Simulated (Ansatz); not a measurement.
A trace of molecular dynamics of CH₆Ge (8 atoms, charge 0, multiplicity 1).

These are results of RKS LDA/def2-SVP (Ansatz 0.2.0), not measurements.

```json
{"ensemble": "NVE (velocity Verlet)", "starting velocities drawn for": "700 K", "seed": "508683"}
```

| time (fs) | T (K) | potential energy less start (eV) | conserved less start (meV/atom) |
| --- | --- | --- | --- |
| 0.0 | 700 | 0.000 | 0.00 |
| 5.0 | 438 | 0.224 | 2.56 |
| 10.0 | 205 | 0.406 | 2.69 |
| 15.0 | 259 | 0.356 | 1.78 |
| 20.0 | 355 | 0.292 | 3.03 |
| 25.0 | 385 | 0.270 | 3.30 |
| 30.0 | 371 | 0.280 | 3.12 |
| 35.0 | 440 | 0.232 | 3.71 |
| 40.0 | 468 | 0.210 | 3.70 |
| 45.0 | 320 | 0.324 | 3.66 |
| 50.0 | 114 | 0.502 | 5.92 |
| 55.0 | 176 | 0.452 | 5.64 |
| 60.0 | 426 | 0.245 | 4.12 |
| 65.0 | 482 | 0.217 | 5.99 |
| 70.0 | 404 | 0.270 | 5.08 |
| 75.0 | 370 | 0.298 | 5.27 |
| 80.0 | 304 | 0.359 | 6.46 |
| 85.0 | 338 | 0.320 | 4.91 |
| 90.0 | 186 | 0.447 | 6.09 |
| 95.0 | 276 | 0.378 | 6.09 |
| 100.0 | 524 | 0.170 | 4.22 |

Problem. Can this run be trusted? Judge the integration.

Solution. The conserved energy wandered by up to 6.5 meV per atom (net 4.2 meV per atom), which is poor conservation. Over the second half the temperature averaged 0.49 of the 700 K drawn at the start: a run that starts near a minimum puts about half its kinetic energy into the potential. A step of 2.5 fs is long for free X–H stretches (periods near 10 fs) and can bias their spread and the temperature. A run of 0.1 ps of so small a system gives no equilibrium averages. The time step was 2.5 fs.

Time of the run: 38 s on 1 thread of Arm Neoverse V2, on a shared host, peak memory 0.12 GiB.
